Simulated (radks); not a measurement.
Question: The mean radii <r> (bohr) of the occupied orbitals of an atom or ion are listed with their occupations. Calculated with a radial shooting solver on a logarithmic mesh with Libxc functionals: scalar-relativistic Kohn-Sham, LDA (Slater exchange, Perdew-Wang correlation), spin-unpolarised, spherical densities, point nucleus.

| orbital | occ. | <r> |
|---|---|---|
| 1s | 2 | 0.03188 |
| 2s | 2 | 0.1385 |
| 2p | 6 | 0.1207 |
| 3s | 2 | 0.3800 |
| 3p | 6 | 0.3792 |
| 3d | 10 | 0.3579 |
| 4s | 2 | 0.9458 |
| 4p | 6 | 1.043 |
| 4d | 10 | 1.591 |

Name the element and its charge.

Answer: Z = 46, palladium, charge 0: Pd in [Kr] 4d10. The 1s radius gives Z: for a bare nucleus <r> = (2 gamma + 1)/(2Z) with gamma = sqrt(1 - (Z/c)^2), 0.03135 bohr for Z = 46, and screening makes it slightly larger (0.03188 here). The occupations add up to 46, and the charge is Z minus that.
